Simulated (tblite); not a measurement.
Isomers of C3H8O2Si2. Computed with GFN2-xTB (tblite): harmonic, unscaled wavenumbers at the GFN2-xTB geometry, gas phase. The method is semi-empirical: single wavenumbers can be off by several per cent or more. Modes of hydrogen on silicon can be 10 to 20 % off. One conformer each.

Electronic energies: GFN2-xTB at the same geometries; isomer energies are rough at this level and their order can be wrong.

```json
{"SMILES": "O=CO/C([SiH3])=C/[SiH3]", "electronic energy, lowest = 0 (kJ/mol)": "265.1"}
{"SMILES": "O=C(/C=C/[SiH3])O[SiH3]", "electronic energy, lowest = 0 (kJ/mol)": "101.3"}
{"SMILES": "C#C[Si@](C)(O)O[SiH3]", "electronic energy, lowest = 0 (kJ/mol)": "0.0"}
```

Task: How do GFN2-xTB zero-point energies change the relative energies?

Result: 
| SMILES | ZPE (kJ/mol) | of it from modes above 1550 cm⁻¹ | electronic (kJ/mol) | with ZPE, lowest = 0 (kJ/mol) | lowest mode (cm⁻¹) | rings |
| --- | --- | --- | --- | --- | --- | --- |
| C#C[Si@](C)(O)O[SiH3] | 256.0 | 150.5 | 0.0 | 0.0 | 12i | 0 |
| O=C(/C=C/[SiH3])O[SiH3] | 244.6 | 139.0 | 101.3 | 89.9 | 46 | 0 |
| O=CO/C([SiH3])=C/[SiH3] | 245.0 | 136.0 | 265.1 | 254.1 | 26 | 0 |

The zero-point energies span 11.4 kJ/mol, from `O=C(/C=C/[SiH3])O[SiH3]` to `C#C[Si@](C)(O)O[SiH3]`. Slightly imaginary modes are left out of the zero-point energy: `C#C[Si@](C)(O)O[SiH3]` 12.2i cm⁻¹. The order is unchanged.
